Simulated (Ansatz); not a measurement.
Input (CCSDT(Q)/cc-pV(D+d)Z; Ansatz, a quantum-chemistry and plane-wave program): A basis named .json is the Basis Set Exchange file of that set.

Ansatz 0.2 input:
```yaml
crystal:
  periodic: [false, false, false]
  atoms:
    - {symbol: B, position_ang: [0.34962207, -0.18190089, 0.00390271]}
    - {symbol: O, position_ang: [1.55863380, -0.80121925, -0.00729001]}
    - {symbol: H, position_ang: [1.80495693, -1.24839179, 0.80703709]}
    - {symbol: S, position_ang: [-0.80427871, -0.14371903, 1.42117949]}
    - {symbol: H, position_ang: [-0.06362240, -0.86430126, 2.28228512]}
    - {symbol: S, position_ang: [-0.11156225, 0.66348771, -1.54149756]}
    - {symbol: H, position_ang: [-1.30505988, 1.11565245, -1.12542660]}
basis:
  gaussian:
    orbitals: cc-pV_D+d_Z.json
magnetization: {spin_polarized: false}
correlation: {method: ccsdt_q, electrons: outside_noble_gas}
```

Output:

```
Functional definition: HF
integrals: 0.14 GiB planned
1687 factors; integrals over basis functions are off by at most 1.9e-7 eV
mean field: 0.46 GiB planned
mean field evaluation 1: about -24391.9300 eV, gradient 3.2e1 eV
mean field evaluation 2: about -24392.0027 eV, gradient 3.2e1 eV
mean field evaluation 4: about -24394.6056 eV, gradient 3.3e0 eV
mean field evaluation 8: about -24394.6588 eV, gradient 2.0e-1 eV
mean field evaluation 16: about -24393.9129 eV, gradient 1.8e1 eV
mean field -24394.65913808 eV, -896.4871880305 hartree, gradient 1.1e-6 eV, S^2 0.000000; 0 other end points of the search recorded, 0 dependent functions left out
12 core orbitals not correlated
reference -24394.65913808 eV, -896.4871880305 hartree; 12, 12 occupied and 65, 65 virtual orbitals, 1687 factors
second order -14.70664371 eV of doubles, -0.00000000 eV of singles
coupled cluster: 3.49 GiB planned
cycle   1  -15.37628107 eV  change   -6.7e-1 eV  update   1.1e-1
cycle   2  -16.03402729 eV  change   -6.6e-1 eV  update   4.8e-2
cycle   3  -16.39569307 eV  change   -3.6e-1 eV  update   2.5e-2
cycle   4  -16.36101944 eV  change    3.5e-2 eV  update   6.9e-3
cycle   5  -16.34767826 eV  change    1.3e-2 eV  update   3.4e-3
cycle   6  -16.35007550 eV  change   -2.4e-3 eV  update   1.3e-3
cycle   7  -16.35067711 eV  change   -6.0e-4 eV  update   3.9e-4
cycle   8  -16.35054757 eV  change    1.3e-4 eV  update   1.7e-4
cycle   9  -16.35050029 eV  change    4.7e-5 eV  update   5.9e-5
cycle  10  -16.35058270 eV  change   -8.2e-5 eV  update   2.4e-5
cycle  11  -16.35051289 eV  change    7.0e-5 eV  update   1.2e-5
cycle  12  -16.35051890 eV  change   -6.0e-6 eV  update   4.1e-6
cycle  13  -16.35051869 eV  change    2.1e-7 eV  update   2.0e-6
perturbative correction -0.03955851 eV, -0.0014537483 hartree
Total energy: -24411.04921528 eV, -897.0895122581 hartree
```
